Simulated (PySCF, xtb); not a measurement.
C4H6Si, SMILES C1=C[SiH2]C=C1.

Harmonic wavenumbers (cm⁻¹) from GFN2-xTB run with xtb at its own minimum, in rising order: 230, 368, 477, 477, 538, 602, 648, 723, 744, 780, 788, 828, 912, 918, 1003, 1113, 1123, 1265, 1331, 1549, 1616, 2243, 2248, 3046, 3056, 3096, 3097.

Problem. What does PBE-D3(BJ)/def2-SVP (PySCF) give at its own minimum? (The exact figures need the calculation; the answer reports its results.)

Solution. 234, 370, 482, 521, 609, 653, 672, 704, 733, 735, 852, 896, 943, 962, 967, 1060, 1067, 1247, 1312, 1513, 1581, 2154, 2154, 3079, 3092, 3151, 3152. Paired by order, the mean absolute difference is 41 cm⁻¹ and the zero-point energies are 49.8 and 49.9 kcal/mol.
